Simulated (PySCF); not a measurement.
# State search for GaF⁺

Unrestricted PBE0; Ga aug-cc-pVDZ-PP with ECP10, F aug-cc-pVDZ; scalar-relativistic core potentials (PySCF 2.14). Outer shells of the fragments: Ga+ 3d10 4s2; F 2s2 2p5.

Followed along the bond (rough minima from three points):

| 2Ms+1 | unpaired | ⟨S²⟩ at the start | R at minimum (Å) | Te (eV) |
| --- | --- | --- | --- | --- |
| 2 | σ ↑ | 0.76 | 1.74 | 0.00 |
| 4 | σ ↑, π ↑↑ | 3.75 | none in the scan | ≤ 6.73 |

Solutions found at the starting distance of 1.920 Å, counted from the lowest of them; the search is not exhaustive and high or unbound solutions are not listed, so other states can lie among these:

```csv
2Ms+1,unpaired,term,E (eV),⟨S²⟩,⟨Lz²⟩,μ (D)
2,σ ↑,²Σ⁺,0.00,0.76,0.00,-3.94
2,π ↑,²Π,1.90,0.75,1.00,0.44
4,"σ ↑, π ↑↑",mixed,6.70,3.75,2.01,0.23
4,"σ ↑, π ↑↑",mixed,6.82,3.75,2.00,0.29
4,"σ ↑↑, π ↑",⁴Π,8.05,3.75,1.00,-0.19
4,"σ ↑↑, π ↑",⁴Π,8.64,3.75,1.00,0.77
4,σ ↑↑↑,⁴Σ⁺,9.90,3.75,0.00,0.44
```

A term symbol is given only where ⟨S²⟩ and ⟨Lz²⟩ are close to those of a pure state; real π, δ and φ orbitals otherwise mix terms. A positive dipole points towards F; it is taken about the centre of mass and depends on that origin.

Spin–orbit coupling is left out. Counting both spins, an empty level lies below a filled one in some of these solutions, because spin and occupation are held.
